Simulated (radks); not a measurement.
Q: The osmium ion Os3+ is in [Xe] 4f14 5d(3/2: 4, 5/2: 1). Calculated with a radial shooting solver on a logarithmic mesh with Libxc functionals: Dirac Kohn-Sham, relativistic LDA (MacDonald-Vosko exchange, VWN5 correlation), spin-unpolarised, spherical densities, finite nucleus; Fermi nuclear charge, rms radius of each element as measured or else 0.836 A^(1/3) + 0.57 fm. Sub-shells are occupied by j as written (lower j first in brackets). One electron is removed from 5p3/2, 4f7/2, 5d3/2, 5d5/2 in turn, with full relaxation. Which removal costs least, and what does each cost?

A: 5d5/2 40.965 eV; 5d3/2 42.369 eV; 5p3/2 85.543 eV; 4f7/2 94.486 eV. The 5d5/2 electron leaves first.
